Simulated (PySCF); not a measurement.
Start geometry of `PB[O][GeH3]` from a GFN2-xTB structure with every atom displaced at random (by about 0.01 Å) (Å):
```
atom  x, y, z in Å
P1     1.9393   -0.2696    0.6162
B2     0.8173    0.9110   -0.4509
O3    -0.5130    0.8002   -0.4805
Ge4   -1.7030   -0.2049    0.2410
H5     2.9761   -0.3619   -0.2749
H6     1.3206   -1.4176    0.1845
H7     1.3240    1.8001   -1.0479
H8    -1.8365   -1.4027   -0.6521
H9    -1.3447   -0.5650    1.6641
H10   -2.9297    0.6895    0.1795
```

**Question.** What comes out of this run: PBE0-D3(BJ)/def2-SVP geometry optimisation, gas phase in PySCF?

**Answer.** 
```
atom  x, y, z in Å
P1     1.876   -0.272    0.616
B2     0.826    0.948   -0.461
O3    -0.516    0.936   -0.543
Ge4   -1.704   -0.190    0.218
H5     2.943   -0.423   -0.314
H6     1.218   -1.496    0.289
H7     1.416    1.847   -1.027
H8    -1.795   -1.434   -0.677
H9    -1.195   -0.533    1.628
H10   -3.016    0.599    0.248
```

The energy falls by 5.4 kcal/mol over 7 energy and gradient evaluations, the largest force component goes from 0.0322 to 1.8e-04 Eh/bohr, and the atoms move by 0.110 Å rms after alignment. The bond that changes most is O3–Ge4 (ends: boron-bound oxygen; germanium bonded to O and 3 H), which lengthens by 0.089 Å. Bonds longer at the end by more than 0.005 Å: 8 of 9; shorter: 1. Among the angles that change most is B2–O3–Ge4, from 136.9° to 129.5°. Rotational constants go from 9345, 1472, 1303 to 8461, 1511, 1314 MHz. The orientation of the end geometry is arbitrary; only internal coordinates are fixed.

The run used 108 basis functions and 47 SCF cycles in all. The run took 37 s wall on one thread, Intel Xeon Platinum 8375C at 2.90 GHz (x86_64), no GPU, on a shared host, and the process peaked at 0.45 GiB of memory.

No frequency check. The numbers are those of one conformer.
